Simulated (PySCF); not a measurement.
C₂H₂BF, SMILES C#CBF. Atoms are numbered in the order given.

```xyz
6

B     -0.5254    -0.7030     0.0000
C     -0.1185     0.7685     0.0000
C      0.1541     1.9677     0.0000
H      0.4017     3.0219     0.0000
F      0.4113    -1.6522     0.0000
H     -1.6904    -1.0544     0.0000
```
Charge 0, spin multiplicity 1.

Geometry: PBE-D3(BJ)/def2-SVP.

Computed with PySCF with TDDFT-PBE0/def2-SVPD.

Vertical excitations. The molecule is in vacuum. State labels are in the subgroup Cs.

Computed UV-visible absorptions:
```csv
state,symmetry,energy (eV),λ (nm),f,main pairs
S1,A",4.63,268,0.001,HOMO→LUMO 99 %
S2,A',5.68,218,0.057,"HOMO−1→LUMO 76 %, HOMO→LUMO+1 22 %"
S3,A",6.28,197,0.005,HOMO−2→LUMO 98 %
S4,A",6.76,183,0.000,HOMO−1→LUMO+1 94 %
S5,A',8.09,153,0.369,"HOMO→LUMO+1 51 %, HOMO→LUMO+2 26 %, HOMO−1→LUMO 11 %, HOMO−1→LUMO+4 8 %"
S6,A',8.41,147,0.244,HOMO→LUMO+2 65 %
S7,A",8.63,144,0.077,HOMO−1→LUMO+2 94 %
S8,A',8.70,142,0.006,HOMO−2→LUMO+1 92 %
S9,A",8.82,141,0.004,HOMO→LUMO+4 95 %
S10,A',8.88,140,0.020,HOMO→LUMO+3 85 %
T1,A',4.08,304,0,HOMO−1→LUMO 91 %
T2,A",4.22,294,0,HOMO→LUMO 95 %
T3,A',5.24,237,0,HOMO→LUMO+1 85 %
T4,A",5.67,219,0,HOMO−2→LUMO 94 %
```
Triplets are in the Tamm–Dancoff approximation, which puts them higher than full response would, so one can lie above its singlet here.
